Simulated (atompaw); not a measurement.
u(r) = r·R(r): atom against pseudo-atom (aluminium)

Columns: radius, all-electron u(r) and pseudo u(r) of the 3p shell (level -2.79 eV) of aluminium in the configuration [Ne] 3s2 3p1; LDA (PW92), non-relativistic, PAW (atompaw) scheme, atompaw 4.2.0.5.

| r (bohr) | all-electron | pseudo |
| --- | --- | --- |
| 0.115 | 0.0901 | -0.0033 |
| 0.231 | 0.1862 | -0.0133 |
| 0.346 | 0.2186 | -0.0296 |
| 0.462 | 0.1992 | -0.0518 |
| 0.577 | 0.1483 | -0.0792 |
| 0.692 | 0.0810 | -0.1109 |
| 0.808 | 0.0064 | -0.1466 |
| 0.923 | -0.0681 | -0.1847 |
| 1.038 | -0.1397 | -0.2245 |
| 1.154 | -0.2067 | -0.2653 |
| 1.269 | -0.2671 | -0.3054 |
| 1.385 | -0.3215 | -0.3447 |
| 1.500 | -0.3689 | -0.3817 |
| 1.615 | -0.4100 | -0.4158 |
| 1.731 | -0.4453 | -0.4470 |
| 1.846 | -0.4745 | -0.4741 |
| 1.962 | -0.4987 | -0.4974 |
| 2.077 | -0.5177 | -0.5163 |
| 2.192 | -0.5323 | -0.5312 |
| 2.308 | -0.5429 | -0.5422 |
| 2.423 | -0.5499 | -0.5495 |
| 2.538 | -0.5536 | -0.5534 |
| 2.654 | -0.5545 | -0.5545 |
| 2.769 | -0.5529 | -0.5529 |
| 2.885 | -0.5491 | -0.5491 |
| 3.000 | -0.5434 | -0.5434 |

**Question.** How many radial nodes do the two functions have?

**Answer.** The all-electron 3p function has n − l − 1 = 1; the pseudo-wave has 0, since the states of the same l below it are removed with the core.

**Question.** Where does each function peak?

**Answer.** Outermost all-electron maximum near 2.65 bohr, pseudo maximum near 2.65 bohr (to the table’s step).

**Question.** Is the pseudo-wave norm-conserving?

**Answer.** No, it belongs to a PAW set: the norm inside the radius is not constrained, and the difference is carried by the augmentation charge.
